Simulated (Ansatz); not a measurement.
`CCC(F)C(F)F`, 14 atoms. The species carries charge 0 and has multiplicity 1. All runs use 4 threads of an Arm Neoverse V2 on a shared host. Correlated methods freeze the cores.

Give the basis size and wall time and peak host memory of each of these runs in Ansatz. RKS PBE-QIDH (frozen core)/def2-TZVPP energy; RKS BHLYP-D4/def2-TZVPP energy; RHF-MP2/def2-TZVPP energy; RKS ωB97M-V/def2-SVP energy; RKS PBE0-D4/def2-SVP energy; RHF-CCSD(T)/def2-SVP energy; RKS ωB97M-V/def2-TZVPP energy and forces; RKS PBE0-D4/def2-TZVP frequencies; RHF-MP2/def2-QZVPP energy; RKS PBE0-D4/def2-QZVPP energy; RKS ωB97M-V/def2-QZVPP energy; RKS HSE06 (plane-wave form)-D4/def2-TZVPP energy. (Estimate.)

Computed: Other jobs shared the machine, so times are rough.

```json
{"level": "RKS PBE0-D4/def2-SVP", "job": "energy", "functions": "133", "wall time": "1.6 s", "peak host memory (GiB)": "0.34"}
{"level": "RKS BHLYP-D4/def2-TZVPP", "job": "energy", "functions": "315", "wall time": "4.3 s", "peak host memory (GiB)": "0.98"}
{"level": "RKS HSE06 (plane-wave form)-D4/def2-TZVPP", "job": "energy", "functions": "315", "wall time": "4.6 s", "peak host memory (GiB)": "0.99"}
{"level": "RKS ωB97M-V/def2-SVP", "job": "energy", "functions": "133", "wall time": "5.5 s", "peak host memory (GiB)": "0.46"}
{"level": "RHF-MP2/def2-TZVPP", "job": "energy", "functions": "315", "wall time": "7 s", "peak host memory (GiB)": "1"}
{"level": "RKS PBE-QIDH (frozen core)/def2-TZVPP", "job": "energy", "functions": "315", "wall time": "9.5 s", "peak host memory (GiB)": "1.1"}
{"level": "RKS PBE0-D4/def2-QZVPP", "job": "energy", "functions": "609", "wall time": "15 s", "peak host memory (GiB)": "2.7"}
{"level": "RKS ωB97M-V/def2-TZVPP", "job": "energy and forces", "functions": "315", "wall time": "16 s", "peak host memory (GiB)": "1.4"}
{"level": "RHF-CCSD(T)/def2-SVP", "job": "energy", "functions": "133", "wall time": "26 s", "peak host memory (GiB)": "1.1"}
{"level": "RKS ωB97M-V/def2-QZVPP", "job": "energy", "functions": "609", "wall time": "33 s", "peak host memory (GiB)": "3"}
{"level": "RHF-MP2/def2-QZVPP", "job": "energy", "functions": "609", "wall time": "52 s", "peak host memory (GiB)": "5.8"}
{"level": "RKS PBE0-D4/def2-TZVP", "job": "frequencies", "functions": "259", "wall time": "5.2 min", "peak host memory (GiB)": "0.8"}
```
